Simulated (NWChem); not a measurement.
System: C$_{3}$H$_{5}$NO; SMILES O=C/N=C\C

```xyz
10

C     -0.8227    -1.6021     0.1202
C      0.5488    -1.0853    -0.2139
N      0.9950     0.0975    -0.0752
C      0.2463     1.1934     0.3474
O     -0.6473     1.7206    -0.2826
H     -1.4891    -0.8149     0.4781
H     -1.2667    -2.0596    -0.7731
H     -0.7481    -2.3949     0.8759
H      1.2512    -1.8245    -0.6140
H      0.6317     1.6112     1.2982
```
Atoms are numbered in this order, from 1.

Program: NWChem. The geometry was optimised at B3LYP/6-31G* (spherical d).

**Question.** What does the run give for PBE0/def2-TZVP? Quantities: highest occupied level (eV); orbital gap (eV); dipole (D).

**Answer.** 
| Item | Result |
|---|---|
| highest occupied level (eV) | -7.47 |
| orbital gap (eV) | 6.25 |
| dipole (D) | 3.56 |
